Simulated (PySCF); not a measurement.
**`C[Se]C(F)=C=C=C=CF`, C$_{6}$H$_{4}$F$_{2}$Se**

Molfile (atoms numbered from 1):
```
C6H4F2Se
     RDKit          3D

 13 12  0  0  0  0  0  0  0  0999 V2000
   -2.3413    0.4685    0.4839 C   0  0  0  0  0  0  0  0  0  0  0  0
   -2.6951    0.3507   -1.4148 Se  0  0  0  0  0  2  0  0  0  0  0  0
   -0.9243   -0.0168   -1.9606 C   0  0  0  0  0  0  0  0  0  0  0  0
   -0.8566   -0.1495   -3.2820 F   0  0  0  0  0  0  0  0  0  0  0  0
    0.1335   -0.1354   -1.1803 C   0  0  0  0  0  0  0  0  0  0  0  0
    1.1097   -0.2334   -0.3597 C   0  0  0  0  0  0  0  0  0  0  0  0
    2.0946   -0.3322    0.4563 C   0  0  0  0  0  0  0  0  0  0  0  0
    3.0960   -0.4926    1.2944 C   0  0  0  0  0  0  0  0  0  0  0  0
    3.8803    0.5040    1.6918 F   0  0  0  0  0  0  0  0  0  0  0  0
   -1.9752   -0.4950    0.8609 H   0  0  0  0  0  0  0  0  0  0  0  0
   -3.2980    0.7192    0.9613 H   0  0  0  0  0  0  0  0  0  0  0  0
   -1.6068    1.2598    0.6815 H   0  0  0  0  0  0  0  0  0  0  0  0
    3.3816   -1.4512    1.7439 H   0  0  0  0  0  0  0  0  0  0  0  0
  1  2  1  0
  2  3  1  0
  3  4  1  0
  3  5  2  0
  5  6  2  0
  6  7  2  0
  7  8  2  0
  8  9  1  0
  1 10  1  0
  1 11  1  0
  1 12  1  0
  8 13  1  0
M  END
```

Level of theory: PySCF 2.14.0, TDDFT CAM-B3LYP/aug-cc-pVDZ circular dichroism and optical rotation, one conformer, gas phase. Geometry: PBE0-D3(BJ)/def2-SVP.

The calculation is non-relativistic, which matters for the atoms heavier than Zn. No stereocentre is labelled: unless the shape is locked (an allene, a helicene, a hindered biaryl), the mirror image is equally populated and a measured rotation or CD is zero.

(1) Draw the ECD and absorption spectra from the lowest 12 states, each a Gaussian of half-width 0.35 eV at 1/e height.

Results:

(1) 
```
E (eV)  λ (nm)  Δε (L mol⁻¹ cm⁻¹)  ε (L mol⁻¹ cm⁻¹)
  2.58     481              +0.01              1.92
  2.73     455              +0.03              5.45
  2.88     431              +0.07              10.7
  3.03     410              +0.09              14.6
  3.18     390              +0.09              15.2
  3.33     373              +0.06              22.8
  3.48     357              +0.04              94.4
  3.63     342              +0.01               419
  3.78     328              -0.06              1360
  3.93     316              -0.21              3060
  4.08     304              -0.38              4790
  4.23     293              -0.43              5230
  4.38     283              -0.35              4100
  4.53     274              -0.33              3160
  4.68     265              -0.84              5650
  4.83     257              -2.48             15300
  4.98     249              -5.24             32200
  5.13     242              -7.55             47500
  5.28     235              -7.30             48800
  5.43     228              -4.50             35200
  5.58     222              -1.27             19100
  5.73     216              +0.80             12100
  5.88     211              +1.67             17500
  6.03     206              +1.66             31600
  6.18     201              +0.82             43700
```
Δε uses R in velocity form, ε uses f in length form. Only the states computed contribute, so the short-wavelength end is incomplete.

The sign of the CD band at 321 nm isn't settled: the length form gives the opposite one.
